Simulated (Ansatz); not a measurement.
`[OH][In]([F])[Br]` + CH₃OH → `C[O][In]([OH])[Br]` + H–F  (ligand exchange at the In–F bond)

Calculated with Ansatz (gas phase, PBE0-D4/def2-TZVP geometries, no zero-point term in ΔE). CBS: MP2 limit from def2 TZ/QZ plus the TZ coupled-cluster correction, frozen cores. This one scheme is used for every species. DFT in def2-TZVPP. Elements past krypton have def2 core potentials. For Br, In outer-core shells are correlated without core-valence functions, which leaves a few kJ/mol of doubt a bond. Scalar relativity is left out up to krypton. One conformer a species, not always the lowest.

CCSD(T)/CBS gives +0.25 eV.

(1) Another level gave +0.26 eV. Which?
A. PBE-D4/def2-TZVPP
B. r2SCAN/def2-TZVPP
C. MP2/def2-TZVPP
D. SCS-MP2/def2-TZVPP

Largest T1 diagnostic among the species: 0.015.

## Answers

(1) D. SCS-MP2/def2-TZVPP 0.26, PBE-D4 0.33, r2SCAN 0.37, MP2/def2-TZVPP 0.20 eV.

In def2-TZVPP, CCSD(T) changes the Hartree–Fock value by −0.24 eV (the triples alone add −0.03 eV) and MP2 by −0.28 eV. The D4 term adds −0.07 eV with B3LYP and −0.04 eV with PBE0; it sums over pairs of atoms, weighted by their polarisabilities, and B3LYP, whose exchange is more repulsive, gets the larger term.

B3LYP here is the variant with VWN-RPA as its local correlation; programs differ in this.
